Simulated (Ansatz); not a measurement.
Consider the ligand exchange at a B–C bond: `[SiH3]NCBCl` + CH₃SH → `CSBCl` + `CN[SiH3]`.

Program: Ansatz. Geometries: PBE0-D4/def2-TZVP. ΔE: electronic, gas phase. CBS: MP2 limit from def2 TZ/QZ plus the TZ coupled-cluster correction, frozen cores. This one scheme is used for every species. One conformer a species, not always the lowest.

Q: Is it downhill or uphill in electronic energy at CCSD(T)/CBS, and by how much? (Estimate.)

A: The calculation gave: Downhill: ΔE = -89.8 kJ/mol.

Q: What do these levels give: HF/def2-TZVPP, SCS-MP2/def2-TZVPP, CCSD/def2-TZVPP, MP2/def2-QZVPP, HF/CBS(def2), MP2/CBS(def2)? (Best estimate.)

A: The calculation gave: HF/def2-TZVPP -82.3, SCS-MP2/def2-TZVPP -91.4, CCSD/def2-TZVPP -86.2, MP2/def2-QZVPP -94.7, HF/CBS(def2) -81.7, MP2/CBS(def2) -95.1 kJ/mol.

Largest T1 diagnostic among the species: 0.013.

From PBE to PBE0 (25 % exact exchange), in def2-TZVPP and without D4, ΔE moves by +3.4 kJ/mol. In def2-TZVPP, CCSD(T) changes the Hartree–Fock value by −7.0 kJ/mol (the triples alone add −3.1 kJ/mol) and MP2 by −12.3 kJ/mol.
